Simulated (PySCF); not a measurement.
ammonia borane (BH₆N), SMILES [BH3-][NH3+]. Atoms are numbered in the order given.

```xyz
8

B      0.0000     0.0000    -0.9299
N      0.0000     0.0000     0.7283
H      0.0000    -1.1673    -1.2413
H      1.0110     0.5837    -1.2413
H     -1.0110     0.5837    -1.2413
H     -0.8217    -0.4744     1.0916
H      0.0000     0.9488     1.0916
H      0.8217    -0.4744     1.0916
```

Geometry: B3LYP-D3(BJ)/def2-TZVP.

Two levels are set side by side: PBE/pcSseg-2 (PySCF) and B3LYP/pcSseg-2 (PySCF). GIAO shifts against BF3 (¹¹B), NH3 (¹⁵N), TMS (¹H) at the same level; non-relativistic, no solvent, atoms listed together averaged. Differences are taken from unrounded values.

```tsv
quantity	PBE
δ(¹¹B) of B1 (ppm)	-35.5
δ(¹⁵N) of N2 (ppm)	39.5
δ(¹H) of H3, H4, H5 (ppm)	2.25
δ(¹H) of H6, H7, H8 (ppm)	2.70
```

Q: These are the PBE values. What does B3LYP give? (Estimate from the structure and the level; the computed values follow.)

A: 
| quantity | B3LYP | PBE minus B3LYP |
|---|---|---|
| δ(¹¹B) of B1 (ppm) | -32.8 | -2.6 |
| δ(¹⁵N) of N2 (ppm) | 36.4 | 3.1 |
| δ(¹H) of H3, H4, H5 (ppm) | 2.18 | 0.08 |
| δ(¹H) of H6, H7, H8 (ppm) | 2.71 | -0.01 |

Rough cost on one machine, each run with all the roots and properties that it gave: B3LYP against PBE within a factor of 2.
